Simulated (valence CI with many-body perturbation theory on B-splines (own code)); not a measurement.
## E1 transitions of I XXII

Method: configuration interaction combined with many-body perturbation theory (CI+MBPT): four valence electrons over a frozen Dirac-Fock core [Ar] 3d10, radial functions for each j: 11 s, 11 p, 9 d, 7 f, 5 g, 2 h, 1 i, with the one-electron correlation potential Σ1, the two-electron term Σ2, the three-electron term Σ3, Breit, model QED; selected CI, second order for the rest (own B-spline code, finite nucleus).

No measured levels were compared; by estimate levels hold to about 250 cm⁻¹ or 0.2 % of their energy and the worst to 1 %, as in measured heavy ions of charge 2 to 7; those with d or f electrons hold less well.

Lines 51 to 100 of 226 in falling wavelength, among levels below 179.60 eV, chosen from the strongest by gf and those to the six lowest levels. Wavelengths and rates use the calculated energies, so an error of 1000 cm⁻¹ moves a line at 18.66 nm by 0.19 % and its rate by three times that or more. Electric multipoles are in the length gauge, E1 and E2 with the static RPA response of the core. Weak lines are less certain than strong ones. Lines between different terms over intervals too small for the method are left out, as are lines whose strength nearly cancels. Where a level lies close to another of its J and parity, the split of strength between their lines is uncertain. The highest levels of a list are the least certain.

Levels are named by their leading jj configuration (3d3/2^4 stands for four electrons in 3d with j = 3/2), which in mixed levels can hold well under half, so a name can repeat and another be missing. Letters in brackets count levels of one name in rising energy.

| λ vac (nm) | Upper | Lower | A (s⁻¹) | S (a.u.) with core polarisation | S without |
| --- | --- | --- | --- | --- | --- |
| 18.66 | (4s 4p1/2 4p3/2 4d3/2) J=3 [b] | (4s^2 4p1/2 4d3/2) J=2 | 1.53e+10 | 3.43e-01 | 3.73e-01 |
| 18.58 | (4s 4p1/2 4p3/2 4d3/2) J=2 [c] | (4s^2 4p1/2 4d3/2) J=2 | 1.64e+10 | 2.60e-01 | 2.82e-01 |
| 18.51 | (4s 4p1/2 4p3/2 4d5/2) J=3 [c] | (4s^2 4p1/2 4d5/2) J=3 | 4.08e+09 | 8.94e-02 | 9.70e-02 |
| 18.48 | (4s 4p1/2 4p3/2 4d3/2) J=2 [d] | (4s^2 4p1/2 4d3/2) J=1 | 6.82e+09 | 1.06e-01 | 1.16e-01 |
| 18.47 | (4s 4p1/2 4p3/2 4d5/2) J=0 | (4s^2 4p1/2 4d3/2) J=1 | 2.13e+10 | 6.61e-02 | 7.18e-02 |
| 18.36 | (4s 4p1/2^2 4p3/2) J=1 | (4s^2 4p1/2^2) J=0 | 2.46e+10 | 2.26e-01 | 2.45e-01 |
| 18.33 | (4s 4p1/2 4p3/2^2) J=1 [a] | (4s^2 4p1/2 4p3/2) J=2 | 7.91e+08 | 7.21e-03 | 7.81e-03 |
| 18.29 | (4s^2 4p1/2 4d3/2) J=2 | (4s^2 4p3/2^2) J=2 | 1.40e+10 | 2.12e-01 | 2.30e-01 |
| 18.25 | (4s 4p1/2 4p3/2 4d5/2) J=2 [b] | (4s^2 4p1/2 4d3/2) J=1 | 1.10e+10 | 1.66e-01 | 1.80e-01 |
| 18.24 | (4s 4p1/2 4p3/2 4d5/2) J=3 [d] | (4s^2 4p1/2 4d5/2) J=3 | 3.11e+09 | 6.53e-02 | 7.07e-02 |
| 18.23 | (4s 4p3/2^2 4d3/2) J=1 [a] | (4s^2 4p1/2 4d3/2) J=1 | 1.36e+10 | 1.22e-01 | 1.32e-01 |
| 18.16 | (4s 4p1/2 4p3/2^2) J=0 | (4s^2 4p1/2 4p3/2) J=1 | 2.64e+10 | 7.79e-02 | 8.45e-02 |
| 18.15 | (4s 4p1/2 4p3/2^2) J=2 [b] | (4s^2 4p1/2 4p3/2) J=2 | 3.42e+10 | 5.04e-01 | 5.47e-01 |
| 17.97 | (4s 4p1/2 4p3/2 4d5/2) J=3 [e] | (4s^2 4p1/2 4d5/2) J=2 | 7.86e+09 | 1.58e-01 | 1.72e-01 |
| 17.96 | (4s 4p3/2^3) J=1 | (4s^2 4p3/2^2) J=0 | 1.60e+10 | 1.38e-01 | 1.49e-01 |
| 17.90 | (4s 4p1/2 4p3/2 4d5/2) J=2 [c] | (4s^2 4p1/2 4d3/2) J=1 | 6.54e+09 | 9.25e-02 | 1.01e-01 |
| 17.79 | (4s 4p1/2 4p3/2 4d3/2) J=3 [b] | (4s 4p3/2^3) J=2 | 8.83e+09 | 1.72e-01 | 1.87e-01 |
| 17.78 | (4s 4p1/2 4p3/2 4d5/2) J=1 [c] | (4s^2 4p1/2 4d5/2) J=2 | 2.47e+10 | 2.05e-01 | 2.22e-01 |
| 17.73 | (4s 4p3/2^2 4d3/2) J=2 | (4s^2 4p1/2 4d5/2) J=2 | 1.31e+10 | 1.80e-01 | 1.95e-01 |
| 17.71 | (4s 4p1/2 4p3/2^2) J=1 [a] | (4s^2 4p1/2 4p3/2) J=1 | 3.28e+10 | 2.70e-01 | 2.93e-01 |
| 17.54 | (4s 4p1/2 4p3/2^2) J=2 [b] | (4s^2 4p1/2 4p3/2) J=1 | 4.73e+08 | 6.30e-03 | 6.81e-03 |
| 17.54 | (4p1/2^2 4p3/2^2) J=0 | (4s 4p1/2^2 4p3/2) J=1 | 3.67e+10 | 9.78e-02 | 1.06e-01 |
| 17.52 | (4s^2 4p1/2 4d3/2) J=1 | (4s^2 4p3/2^2) J=0 | 1.82e+09 | 1.45e-02 | 1.58e-02 |
| 17.43 | (4p1/2 4p3/2^3) J=2 | (4s 4p1/2 4p3/2^2) J=3 | 1.10e+10 | 1.44e-01 | 1.56e-01 |
| 17.28 | (4s 4p1/2 4p3/2 4d5/2) J=2 [b] | (4s^2 4p1/2 4d5/2) J=3 | 6.65e+09 | 8.47e-02 | 9.17e-02 |
| 17.27 | (4s 4p1/2 4p3/2 4d5/2) J=3 [e] | (4s^2 4p1/2 4d5/2) J=3 | 3.66e+10 | 6.50e-01 | 7.06e-01 |
| 17.20 | (4s 4p1/2 4p3/2 4d3/2) J=1 [c] | (4s^2 4p1/2 4d3/2) J=2 | 3.25e+10 | 2.45e-01 | 2.66e-01 |
| 17.06 | (4s^2 4p1/2 4d5/2) J=3 | (4s^2 4p3/2^2) J=2 | 3.75e+08 | 6.44e-03 | 7.01e-03 |
| 17.05 | (4s 4p3/2^2 4d3/2) J=1 [b] | (4s^2 4p1/2 4d3/2) J=1 | 8.09e+09 | 5.94e-02 | 6.43e-02 |
| 16.97 | (4s 4p1/2 4p3/2 4d5/2) J=2 [c] | (4s^2 4p1/2 4d5/2) J=3 | 6.53e+10 | 7.88e-01 | 8.54e-01 |
| 16.93 | (4p1/2^2 4p3/2^2) J=2 | (4s 4p1/2^2 4p3/2) J=2 | 7.91e+09 | 9.47e-02 | 1.03e-01 |
| 16.84 | (4p1/2 4p3/2^3) J=1 | (4s 4p1/2 4p3/2^2) J=2 [a] | 1.58e+10 | 1.12e-01 | 1.21e-01 |
| 16.83 | (4s 4p1/2 4p3/2^2) J=1 [b] | (4s^2 4p1/2 4p3/2) J=2 | 9.45e+10 | 6.68e-01 | 7.24e-01 |
| 16.83 | (4s 4p1/2 4p3/2 4d5/2) J=2 [d] | (4s^2 4p1/2 4d5/2) J=2 | 2.30e+10 | 2.70e-01 | 2.93e-01 |
| 16.59 | (4s 4p3/2^3) J=1 | (4s^2 4p3/2^2) J=2 | 7.05e+10 | 4.76e-01 | 5.17e-01 |
| 16.46 | (4s 4p1/2 4p3/2 4d3/2) J=1 [c] | (4s 4p3/2^3) J=2 | 2.80e+10 | 1.85e-01 | 2.01e-01 |
| 16.43 | (4s^2 4p1/2 4d5/2) J=2 | (4s^2 4p3/2^2) J=2 | 4.38e+09 | 4.79e-02 | 5.19e-02 |
| 16.36 | (4s 4p1/2 4p3/2 4d3/2) J=2 [d] | (4s^2 4p1/2 4d3/2) J=2 | 3.48e+10 | 3.77e-01 | 4.08e-01 |
| 16.31 | (4s 4p1/2 4p3/2^2) J=1 [b] | (4s^2 4p1/2 4p3/2) J=1 | 3.10e+10 | 2.00e-01 | 2.16e-01 |
| 16.21 | (4s^2 4p1/2 4d3/2) J=1 | (4s^2 4p3/2^2) J=2 | 2.46e+10 | 1.55e-01 | 1.68e-01 |
| 16.21 | (4s 4p1/2 4p3/2 4d5/2) J=2 [d] | (4s^2 4p1/2 4d5/2) J=3 | 1.03e+10 | 1.08e-01 | 1.17e-01 |
| 15.91 | (4s 4p1/2^2 4d5/2) J=2 | (4s 4p1/2 4p3/2^2) J=3 | 8.38e+09 | 8.32e-02 | 9.00e-02 |
| 15.91 | (4s 4p1/2 4p3/2 4d5/2) J=2 [c] | (4s^2 4p1/2 4d3/2) J=2 | 7.57e+09 | 7.52e-02 | 8.13e-02 |
| 15.90 | (4p1/2 4p3/2^3) J=1 | (4s 4p1/2^2 4p3/2) J=1 | 1.10e+10 | 6.57e-02 | 7.13e-02 |
| 15.73 | (4s 4p3/2^3) J=2 | (4s^2 4p1/2 4p3/2) J=2 | 9.52e+08 | 9.15e-03 | 9.81e-03 |
| 15.52 | (4s 4p1/2 4p3/2 4d3/2) J=1 [a] | (4s 4p1/2 4p3/2^2) J=2 [a] | 1.08e+10 | 5.99e-02 | 6.46e-02 |
| 15.43 | (4s 4p1/2 4p3/2 4d5/2) J=1 [a] | (4s 4p1/2 4p3/2^2) J=2 [b] | 2.52e+10 | 1.37e-01 | 1.48e-01 |
| 15.41 | (4s 4p1/2 4p3/2 4d3/2) J=1 [c] | (4s 4p1/2 4p3/2^2) J=1 [b] | 1.57e+10 | 8.51e-02 | 9.17e-02 |
| 15.27 | (4s 4p3/2^3) J=2 | (4s^2 4p1/2 4p3/2) J=1 | 2.56e+08 | 2.25e-03 | 2.44e-03 |
| 15.16 | (4s 4p1/2^2 4d3/2) J=1 | (4s 4p1/2^2 4p3/2) J=2 | 1.13e+09 | 5.80e-03 | 6.25e-03 |
